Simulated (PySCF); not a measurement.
## How the method moves the HOMO and LUMO of `[SiH3]Oc1cnsn1`

C₂H₄N₂OSSi.
Geometry (PBE0-D3(BJ)/def2-SVP, Å), atoms numbered from 1 in this order:
```
atom  x, y, z in Å
Si1   -1.1986   -0.5863   -0.7931
O2    -0.1505    0.3811    0.1470
C3     1.1587    0.1627    0.1406
C4     2.0957    0.9320    0.9131
N5     3.3340    0.5437    0.7564
S6     3.3383   -0.7184   -0.3032
N7     1.7134   -0.7828   -0.5770
H8    -1.1032   -2.0066   -0.3620
H9    -2.5402   -0.0263   -0.4865
H10   -0.8748   -0.4325   -2.2367
H11    1.8346    1.7615    1.5732
```

Basis pcSseg-1 throughout (PySCF), one geometry. One conformer (not necessarily the lowest) at the PBE0-D3(BJ)/def2-SVP geometry, without solvent, vibrations or thermal averaging.

Q: How do the orbital energies, the gap and the dipole change with the method?

A: 
```
   method                    kind  HOMO (eV)  LUMO (eV)  gap (eV)  μ (D)  SCF cycles
     OPBE                     GGA      -6.28      -2.30      3.98   1.56          18
     BP86                     GGA      -6.41      -2.49      3.92   1.49          16
      LDA                     LDA      -6.49      -2.62      3.88   1.52          17
    B3LYP           global hybrid      -7.18      -1.71      5.46   1.48          15
CAM-B3LYP  range-separated hybrid      -8.62      -0.40      8.22   1.50          14
  wB97X-D  range-separated hybrid      -9.20       0.21      9.40   1.60          14
       HF            Hartree–Fock      -9.71       2.09     11.80   1.70          13
  LC-wPBE  range-separated hybrid      -9.91       0.61     10.53   1.58          15
```

The HOMO spans 3.64 eV, from OPBE down to LC-wPBE, and the gap runs from 3.88 eV (LDA) to 11.80 eV (HF). Over the methods OPBE (0 %), BP86 (0 %), LDA (0 %), B3LYP (20 %), HF (100 %), a straight line through the gap against the share of exact exchange rises by 0.79 eV for each 10 % (correlation coefficient 1.000). The dipole ranges from 1.48 D (B3LYP) to 1.70 D (HF). This basis has no diffuse functions.
